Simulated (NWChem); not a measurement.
# GeHF: a scaling law for HF

GeHF: 3 atoms, total charge 0, spin state singlet. SMILES: `[F][GeH]`. Geometry: relaxed at PBE0-D4/def2-TZVP.

HF, gradient, NWChem 7.3.0, on 1 thread of Intel Xeon Platinum 8259CL at 2.50GHz (Skylake/Cascade Lake), shared host. N is the number of basis functions, t the processor time.

| basis | N | t (s) | ln N | ln t |
| --- | --- | --- | --- | --- |
| STO-3G | 24 | 3.4 | 3.178 | 1.224 |
| 3-21G | 33 | 3.5 | 3.497 | 1.253 |
| def2-SVP | 51 | 11 | 3.932 | 2.398 |
| aug-cc-pVDZ | 68 | ? | 4.220 | ? |

Question: Fit t = C·Nᵖ to the known rows and estimate the time in aug-cc-pVDZ.

Answer: 
1. Means of the 3 rows: ln N = 3.53567, ln t = 1.6250.
2. Σ(Δln N)² = 0.2865, Σ(Δln N·Δln t) = 0.46417, so the slope is 0.46417/0.2865 = 1.6201.
3. Intercept: 1.6250 − (1.6201) × 3.53567 = -4.1031. The largest residual of the fit is 0.309.
4. ln t = -4.1031 + 1.6201 × 4.220, so t ≈ 15 s.

The run took 140 s, so the estimate is too short by a factor of about 9.3. The fitted power is 1.6, with the electron count fixed. The times don't lie on a line: the count of functions alone doesn't set the cost here, and shared hosts add noise. Fixed start-up costs flatten the line at the short runs, so it runs low for the long one.
